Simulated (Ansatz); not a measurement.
A geometry relaxed with Ansatz (a quantum-chemistry and plane-wave program) with PBE0-D3(BJ)/def2-TZVP, charge 0, multiplicity 1:

```xyz
4

Bi     0.0016    -0.0054     0.7692
H     -1.2326    -0.7868    -0.2593
H      1.2985    -0.6709    -0.2638
H     -0.0675     1.4631    -0.2460
```

Write the SMILES of this molecule.

`[BiH3]`
